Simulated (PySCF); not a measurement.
Constitutional and geometric isomers with formula C2H4B2. Isolated molecules, 0 K electronic values unless said otherwise. One relaxed conformer stands for each flexible species; it need not be the lowest. Strings in code marks are SMILES.

Computed with PBE-D3(BJ)/def2-TZVP // CAM-B3LYP-D3(BJ)/def2-TZVP in PySCF. All candidates: neutral, multiplicity 1. Excitations are Tamm–Dancoff values on a coarser integration grid. The basis has no diffuse functions, so Rydberg states are missing or too high.

```yaml
HOMO–LUMO gap: 3.18 eV
brightest of the four lowest singlets (TDA): 5.57 eV
S1 excitation (TDA): 3.19 eV
```

Problem. Identify which member has these values.
A) `BB1C=C1`
B) `BC#CB`
C) `C=BB=C`
D) `B=BC=C`

Solution. C, `C=BB=C`. The others give `BB1C=C1`: 4.35 eV, 5.26 eV, 4.84 eV; `B=BC=C`: -0.46 eV, 4.57 eV, 2.51 eV; `BC#CB`: 4.13 eV, 6.02 eV, 4.19 eV
